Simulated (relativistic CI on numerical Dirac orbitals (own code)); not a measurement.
How well does a small relativistic CI reproduce Fe⁵⁺?

Calculated at this level of theory: Dirac-Coulomb-Breit CI, KLI orbitals optimised for each configuration, QED by a radiative potential, valence Slater integrals scaled by 0.9, configuration energies shifted to the measured levels that pair with them (semi-empirical) (own radial code, finite nucleus).

CI space (outside the closed core [Ne]): 3s²3p⁶3d³, 3s²3p⁶3d²4s, 3s²3p⁶3d²4p, 3s²3p⁵3d⁴, 3s²3p⁴3d⁵, 3s²3p⁶3d²4d, 3s3p⁶3d⁴, 3s²3p⁶3d²5s, 3s²3p⁶3d²4f, 3s²3p⁶3d²5p, 3s²3p⁶3d4s², 3s²3p⁶3d²5d, 3s²3p⁶3d²5f, 3s²3p⁶3d²5g, 3s²3p⁶3d4s4p, 3s²3p⁵3d³4s, 3p⁶3d⁵, 3s²3p⁶3d4p², 3s²3p⁶3d4s4d, 3s²3p⁵3d³4p, 3s²3p⁶3d4p4d. Levels of other configurations are missing.

```
Configuration  Term (tabulated)     J  Measured (cm⁻¹)  Computed  Error  Purity (%)
    3s²3p⁶3d³                4F   3/2              0.0         0      0          98
    3s²3p⁶3d³                4F   5/2            511.3       498    -13          99
    3s²3p⁶3d³                4F   7/2           1188.3      1157    -32          99
    3s²3p⁶3d³                4F   9/2           2000.6      1947    -54          98
    3s²3p⁶3d³                4P   1/2          18738.3     18259   -480          97
    3s²3p⁶3d³                4P   3/2          18942.0     18445   -497          96
    3s²3p⁶3d³                4P   5/2          19610.8     19112   -499          98
    3s²3p⁶3d³                2G   7/2          20616.4     20796    179          98
    3s²3p⁶3d³                2G   9/2          21315.0     21489    174          97
    3s²3p⁶3d³                2P   1/2          26495.5     25171  -1325          97
    3s²3p⁶3d³               2D2   5/2          28484.3     27027  -1457          98
    3s²3p⁶3d³               2D2   3/2          28627.9     27160  -1468          55
    3s²3p⁶3d³                2H   9/2          28724.3     29749   1025          97
    3s²3p⁶3d³                2H  11/2          29202.9     30232   1029          99
    3s²3p⁶3d³                2F   7/2          46217.3     46022   -196          98
    3s²3p⁶3d³                2F   5/2          46603.7     46400   -204          98
    3s²3p⁶3d³               2D1   5/2          71707.6     68888  -2819          98
    3s²3p⁶3d³               2D1   3/2          72048.9     69282  -2767          98
  3s²3p⁶3d²4s                4F   3/2         261841.4    261413   -429          99
  3s²3p⁶3d²4s                4F   5/2         262368.4    261927   -442          99
  3s²3p⁶3d²4s                4F   7/2         263135.9    262672   -464          99
  3s²3p⁶3d²4s                4F   9/2         264118.3    263630   -488          99
  3s²3p⁶3d²4s                2F   5/2         269140.2    268909   -231          98
  3s²3p⁶3d²4s                2F   7/2         270672.6    270398   -275          99
  3s²3p⁶3d²4s                2D   5/2         280901.5    282220   1318          74
  3s²3p⁶3d²4s                2D   3/2         281217.8    282508   1290          84
  3s²3p⁶3d²4s                4P   1/2         281477.0    283038   1561          99
  3s²3p⁶3d²4s                4P   3/2         282035.0    283516   1481          85
  3s²3p⁶3d²4s                4P   5/2         282951.9    284375   1423          75
  3s²3p⁶3d²4s                2P   1/2         287919.2    289864   1945          99
  3s²3p⁶3d²4s                2P   3/2         288638.3    290550   1912          98
  3s²3p⁶3d²4s                2G   9/2         292313.0    292313      0          99
  3s²3p⁶3d²4s                2G   7/2         292330.1    292326     -4          99
  3s²3p⁶3d²4p               4F°   3/2         339539.8    337847  -1692          92
  3s²3p⁶3d²4p               2D°   5/2         345907.1    344517  -1390          80
  3s²3p⁶3d²4p               2G°   7/2         348962.1    347845  -1117          98
  3s²3p⁶3d²4p               2G°   9/2         350017.8    348871  -1147          98
  3s²3p⁶3d²4p               2S°   1/2         351805.8    352220    414          97
  3s²3p⁶3d²4p               4S°   3/2         355657.1    355564    -93          84
  3s²3p⁶3d²4p               2P°   3/2         357755.2    357438   -317          78
  3s²3p⁶3d²4p               2P°   1/2         359099.3    358735   -365          96
  3s²3p⁶3d²4p               4D°   1/2         359395.9    359807    411          98
  3s²3p⁶3d²4p               4D°   3/2         359781.3    360283    502          94
  3s²3p⁶3d²4p               2F°   7/2         359884.0    359884      0          89
  3s²3p⁶3d²4p               4D°   5/2         360707.1    361171    463          87
  3s²3p⁶3d²4p               2D°   3/2         361858.2    362116    257          88
  3s²3p⁶3d²4p               4D°   7/2         362270.0    362662    392          89
  3s²3p⁶3d²4p               2D°   5/2         362602.9    362916    314          82
```

Measured levels from Corliss and Sugar, J. Phys. Chem. Ref. Data 11, 135 (1982); pairs were made by configuration, J and term (by order where the table uses no LS term), so strongly mixed levels may be paired wrongly. Some J values or terms of the table were assigned by a fit.

Mean error by configuration (cm⁻¹): 3s²3p⁶3d³ -553; 3s²3p⁶3d²4s 573; 3s²3p⁶3d²4p -225. Over the excited levels the mean absolute error is 773 cm⁻¹ (47 of the 48 excited levels that our extract of the source holds in range could be paired, and the others can miss by more), and the median relative error of those above 1,000 cm⁻¹ is 0.43 %, both after the shifts were fitted to these levels, so that a configuration with one level shows no error. Some levels of the ground configuration have no partner.

Configurations whose levels could be paired with our table of measured levels were shifted onto them, all but the ground configuration, by the median error of their levels; single terms can still be off by 1,000 to 2,000 cm⁻¹ or more, and rates follow the energies as ν³ (E1, M1) or ν⁵ (E2). The others borrow a shift and can be off by several thousand cm⁻¹ or more. 47 of the 48 excited levels that our extract of the measured tables holds in this range could be paired (the sources list more); they are missed by 773 cm⁻¹ on average and 2819 at most, after the shifts were fitted to these levels, and levels without a partner can miss by more. Some levels of the ground configuration have no partner and can miss by 10 % or more.

Shifts applied (cm⁻¹): 3s²3p⁶3d³ 0; 3s²3p⁶3d²4s -17045; 3s²3p⁶3d²4p -19777.
